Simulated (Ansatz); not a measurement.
Mulliken charges of CH₅GaS₂ (`[CH3][Ga]([SH])[SH]`) from PBE/def2-TZVPP in Ansatz (PBE0-D4/def2-TZVP geometry).

```csv
atom,x (Å),y (Å),z (Å),charge (e)
C1,0.096,1.157,-0.966,-0.371
Ga2,0.148,-0.398,0.218,0.352
S3,1.847,-1.802,0.200,-0.270
S4,-1.453,-0.896,1.653,-0.265
H5,-0.738,1.063,-1.664,0.108
H6,-0.052,2.068,-0.382,0.107
H7,1.023,1.246,-1.534,0.112
H8,1.339,-2.602,1.153,0.115
H9,-2.210,0.164,1.322,0.111
```

Q: By hand: the dipole of these point charges (1 e Å = 4.8032 D).

A: Σ q r = (-0.159, 0.349, -0.170) e Å, of length 0.420 e Å = 2.02 D.

Q: How does the dipole of the full density compare? (Best estimate.)

A: Computed: (-0.143, 0.311, -0.150) e Å, 1.80 D; the point charges give 1.12 times that, at 0° from its direction.

Point charges leave out the atoms' own dipoles, such as those of lone pairs, and Mulliken's split depends on the basis, so the close match here is no proof of good charges.
